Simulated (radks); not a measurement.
The numbers below are computed, except where a source is named.
Numerical settings for the platinum ion Pt+, [Xe] 4f14 5d9. Code: a radial shooting solver on a logarithmic mesh with Libxc functionals. Model: scalar-relativistic Kohn-Sham, SCAN, spin-polarised, spherical densities, finite nucleus; open shells are filled with parallel spins first (spin-orbit coupling, left out, can overturn this in heavy ions); meta-GGA in the generalised Kohn-Sham scheme; Fermi nuclear charge, rms radius 5.427 fm. The defaults (mesh step 0.008 in ln r, mesh end at 40 bohr or more with all orbitals vanishing there, Anderson mixing 0.5 over 9 steps, residual threshold near 1e-9 with the energy settled to 1e-9 hartree or 1e-11 of itself, here a cap of 90 iterations) give E = -18412.121 hartree and 5d at -13.998 eV in 12 iterations. Run on one thread of a shared host, so times are rough (Arm Neoverse N1): 0.34 s of CPU time, 0.34 s wall, 12 iterations on 2314 mesh points. Changes against that run (0 stands for a change within the tolerance of the run):

setting	iterations	converged	E (mhartree)	e(5d) (meV)	CPU (s)
mesh step in ln r 0.02	12	yes	-9.91	+0.0235	0.15
mesh step in ln r 0.03	12	yes	+14.8	-0.0618	0.11
mesh step in ln r 0.003	14	yes	-0.113	+0.00916	0.97
mesh end (bohr) 1	11	level above zero	+2.57e+05	+6.04e+05	0.24
mesh end (bohr) 5	11	yes	+20.8	+620	0.3
residual threshold 1e-05	11	yes	0	+0.127	0.32
residual threshold 1e-16	90	no	0	+0.0083	1.1
mixing 0.05	16	yes	0	+0.0474	0.44
linear mixing, mixing 0.8	90	no	+2.7e+05	-3.27e+03	4
linear mixing, mixing 0.5	22	yes	+0.00126	+0.00556	0.5
mixing history 3	13	yes	0	-0.0154	0.34
iteration cap 8	8	no	-0.0355	+3.2	0.22

Settled on a wrong energy, with an occupied level pushed above zero by the early mesh end: mesh end (bohr) 1 (+257 hartree). Apart from these: settings that end as converged yet miss the energy by more than 1 mhartree: mesh step in ln r 0.02 (-0.00991 hartree); mesh step in ln r 0.03 (+0.0148 hartree); mesh end (bohr) 5 (+0.0208 hartree). A mesh that ends early acts as a hard wall.
